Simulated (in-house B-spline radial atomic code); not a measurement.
Ionisation energies along the 32-electron series, configuration 1s2 2s2 2p6 3s2 3p6 3d10 4s2 4p1/2(2), as differences of self-consistent energies. Dirac energy differences include first-order Breit, QED and recoil terms. NIST's values go from ground level to ground level; the uncertainty of those that are theory runs from under 0.1 % in few-electron ions to several per cent in heavy many-electron ones. Computed with an all-electron radial atomic-structure program (B-spline basis): Dirac-Hartree-Fock, jj configuration that fills j = l - 1/2 first, finite nuclei.

A number in brackets counts the electrons of a j subshell.

```
  ion     configuration after  ionisation energy (eV)  IE/(q+1)² (eV)  -ε less Coulomb ΔSCF (eV)  Breit and QED recoil part (eV)  tabulated value (eV)    tabulated kind  computed minus tabulated (eV)
Sm30+  [Ar] 3d10 4s2 4p1/2(1)                  1179.6          1.2275                    0.39024                         -1.2167                  1180  tabulated theory                           -0.4
Eu31+  [Ar] 3d10 4s2 4p1/2(1)                  1248.6          1.2194                    0.39363                         -1.3158                  1249  tabulated theory                           -0.4
Gd32+  [Ar] 3d10 4s2 4p1/2(1)                  1319.6          1.2118                    0.39706                         -1.4204                  1321  tabulated theory                           -1.4
Tb33+  [Ar] 3d10 4s2 4p1/2(1)                       ?               ?                          ?                               ?                     ?  tabulated theory                              ?
Dy34+  [Ar] 3d10 4s2 4p1/2(1)                  1467.8          1.1982                    0.40406                         -1.6473                  1468  tabulated theory                           -0.2
Ho35+  [Ar] 3d10 4s2 4p1/2(1)                  1544.9          1.1921                    0.40763                         -1.7699                  1545  tabulated theory                           -0.1
Er36+  [Ar] 3d10 4s2 4p1/2(1)                       ?               ?                          ?                               ?                     ?  tabulated theory                              ?
Tm37+  [Ar] 3d10 4s2 4p1/2(1)                  1705.5          1.1811                    0.41495                          -2.035                  1706  tabulated theory                           -0.5
Yb38+  [Ar] 3d10 4s2 4p1/2(1)                  1789.0          1.1762                     0.4187                         -2.1778                  1789  tabulated theory                            0.0
Lu39+  [Ar] 3d10 4s2 4p1/2(1)                       ?               ?                          ?                               ?                     ?  tabulated theory                              ?
Hf40+  [Ar] 3d10 4s2 4p1/2(1)                  1962.4          1.1674                    0.42638                         -2.4856                  1963  tabulated theory                           -0.6
Ta41+  [Ar] 3d10 4s2 4p1/2(1)                  2052.4          1.1635                    0.43032                          -2.651                  2053  tabulated theory                           -0.6
```

Question: Fill in the row of Tb33+.

Answer: ionisation energy (eV): 1392.7; IE/(q+1)² (eV): 1.2047; -ε less Coulomb ΔSCF (eV): 0.40053; Breit and QED recoil part (eV): -1.5308; tabulated value (eV): 1393; computed minus tabulated (eV): -0.3.

Question: Fill in the row of Er36+.

Answer: ionisation energy (eV): 1624.2; IE/(q+1)² (eV): 1.1864; -ε less Coulomb ΔSCF (eV): 0.41126; Breit and QED recoil part (eV): -1.8991; tabulated value (eV): 1625; computed minus tabulated (eV): -0.8.

Question: Fill in the row of Lu39+.

Answer: ionisation energy (eV): 1874.6; IE/(q+1)² (eV): 1.1716; -ε less Coulomb ΔSCF (eV): 0.42251; Breit and QED recoil part (eV): -2.328; tabulated value (eV): 1875; computed minus tabulated (eV): -0.4.
